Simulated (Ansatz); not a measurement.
CH₅FN₂Si (`C=N[SiH](N)F`), 10 atoms. Charge 0, multiplicity 1. All runs use 4 threads of an Arm Neoverse V1 on a shared host. Correlated methods freeze the cores.

(1) How many basis functions does each run have, and how long does it take in Ansatz? RKS ωB97M-V/def2-SVP energy; RHF-CCSD(T)/def2-SVP energy; RKS ωB97M-V/def2-QZVPP energy; RKS PBE0-D4/def2-QZVPP energy; direct RPA on PBE orbitals/def2-TZVPP energy; RKS B3LYP-D4/def2-TZVPP energy and forces; RKS PBE0-D4/def2-SVP energy; RKS PBE0-D4/def2-TZVP frequencies; RKS PBE0-D4/def2-TZVP relaxation (22 steps); RKS BHLYP-D4/def2-TZVPP energy; RHF-CCSD(T)/def2-TZVPP energy; RKS PBE0-D4/def2-TZVPP energy. (Estimate.)

Results:

(1) The calculation gave: Other jobs shared the machine, so times are rough.

| level | job | functions | wall time | peak host memory (GiB) |
| --- | --- | --- | --- | --- |
| RKS PBE0-D4/def2-SVP | energy | 99 | 1 s | 0.21 |
| RKS PBE0-D4/def2-TZVPP | energy | 236 | 2.2 s | 0.51 |
| RKS BHLYP-D4/def2-TZVPP | energy | 236 | 2.4 s | 0.53 |
| RKS B3LYP-D4/def2-TZVPP | energy and forces | 236 | 3.6 s | 0.61 |
| RKS ωB97M-V/def2-SVP | energy | 99 | 3.8 s | 0.29 |
| RHF-CCSD(T)/def2-SVP | energy | 99 | 3.8 s | 0.42 |
| direct RPA on PBE orbitals/def2-TZVPP | energy | 236 | 4.8 s | 0.51 |
| RKS PBE0-D4/def2-QZVPP | energy | 448 | 7.5 s | 1.4 |
| RKS ωB97M-V/def2-QZVPP | energy | 448 | 17 s | 1.7 |
| RKS PBE0-D4/def2-TZVP | relaxation (22 steps) | 191 | 59 s | 0.46 |
| RHF-CCSD(T)/def2-TZVPP | energy | 236 | 110 s | 4.5 |
| RKS PBE0-D4/def2-TZVP | frequencies | 191 | 2.1 min | 0.49 |

B3LYP here is the variant with VWN-RPA as its local correlation; programs differ in this.
